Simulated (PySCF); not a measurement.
# Calculated NMR parameters of FC(F)C1=CC=CBC=C1

```yaml
Formula: C7H7BF2
SMILES: FC(F)C1=CC=CBC=C1
InChI: InChI=1S/C7H7BF2/c9-7(10)6-2-1-4-8-5-3-6/h1-5,7-8H
Point_group_of_the_computed_structure: C1
Carbon_signals: 7
Proton_signals: 7
```

Mapped SMILES: `[F:1][CH:2]([F:3])[C:4]1=[CH:5][CH:6]=[CH:7][BH:8][CH:9]=[CH:10]1`; H(Xn) means a hydrogen on atom n.

All values are calculated (PySCF 2.14): geometry from PBE0-D3(BJ)/def2-SVP, NMR shieldings at PBE0/pcSseg-1/GIAO. In vacuum, non-relativistic Hamiltonian, equivalent nuclei averaged, a single conformation.

Chemical shifts δ = σref − σ; TMS for ¹H and ¹³C; CFCl3 for ¹⁹F; BF3·OEt2 for ¹¹B, all at this level.

| carbon | δC, type | δH (multiplicity) | HMBC from (2–3 bonds) | span of the C tensor (ppm) |
| --- | --- | --- | --- | --- |
| C2 | 120.9, CH | 6.49 (m) | H(C5), H(C10) | 16 |
| C4 | 149.7, C | – | H(C9), H(C6), H(C5), H(C10), H(C2) | 217 |
| C5 | 143.8, CH | 8.27 (m) | H(C7), H(C6), H(C10), H(C2) | 236 |
| C6 | 155.0, CH | 8.41 (m) | H(C7), H(C5), H(B8) | 251 |
| C7 | 167.9, CH | 8.78 (m) | H(C9), H(C6), H(C5), H(B8) | 304 |
| C9 | 164.1, CH | 8.67 (m) | H(C7), H(C10), H(B8) | 301 |
| C10 | 153.9, CH | 8.00 (m) | H(C9), H(C5), H(B8), H(C2) | 231 |

Other nuclei:
```csv
atoms,nucleus,environment,δ (ppm),σ (ppm)
H(B8),¹H,"hydrogen on a boron bonded to 2 C, in a 7-membered ring",6.53,24.74
F1/F3,¹⁹F,fluorine of a CF2 group,-108.0,285.3
B8,¹¹B,"boron bonded to 2 C, H, in a 7-membered ring",45.1,55.6
```

δC 167.9, 164.1, 155.0, 153.9, 143.8: alkene CH. δC 149.7: fully substituted alkene carbon; the olefinic region. δC 120.9: allylic sp3 CH bonded to 2 F; 2 electronegative neighbours deshield it. δH 8.78, 8.67, 8.41, 8.27, 8.00: hydrogen on an alkene CH. δH 6.49: hydrogen on an allylic sp3 CH bonded to 2 F; its carbon carries F, which withdraws density.

Hydrogens on boron are broadened and split by ¹¹B (spin 3/2, 80 %) and 10B (spin 3). A carbon bonded to boron is broadened by the quadrupolar boron nucleus and is often missing from a measured spectrum. Splittings by ¹⁹F in the carbon and heteronuclear signals aren't shown, as no couplings were computed. Shifts are as computed. Against solution values, carbons near 30 ppm lie about +2 ppm off and those near 130 ppm about +5 ppm. Of 1211 compounds with measured shifts, 218 miss one by over three times the rms of a fit or turn the order of signals round; such compounds aren't used in these exercises. Unscaled 19F shifts against computed CFCl3 carry errors that often reach 10 to 50 ppm. Multiplicities follow the n + 1 count of equivalent neighbours, as no J values were calculated; m marks all less simple cases, F and P coupling included.
